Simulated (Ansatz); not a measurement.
Basis-set series for `CCc1ncc[nH]1`. The species carries charge 0 and has multiplicity 1. The geometry is a stationary point of PBE0-D4/def2-TZVP. It is one conformer, not always the lowest.

```tsv
functional	basis	functions	energy (Eh)	HOMO (eV)	LUMO (eV)
PBE0-D4	def2-SVP	138	-304.29042	-6.32	0.97
PBE0-D4	def2-QZVPP	639	-304.63763	-6.39	0.25
ωB97M-V	def2-SVP	138	-304.49888	-8.46	2.93
ωB97M-V	def2-QZVPP	639	-304.85982	-8.54	1.28
```

**Question.** Give the rows for def2-TZVPP. (An estimate is asked.)

**Answer.** Computed: 
| functional | basis | functions | energy (Eh) | HOMO (eV) | LUMO (eV) |
| --- | --- | --- | --- | --- | --- |
| PBE0-D4 | def2-TZVPP | 329 | -304.62111 | -6.36 | 0.66 |
| ωB97M-V | def2-TZVPP | 329 | -304.84417 | -8.52 | 2.08 |

Positive LUMOs are unbound and depend on the basis.
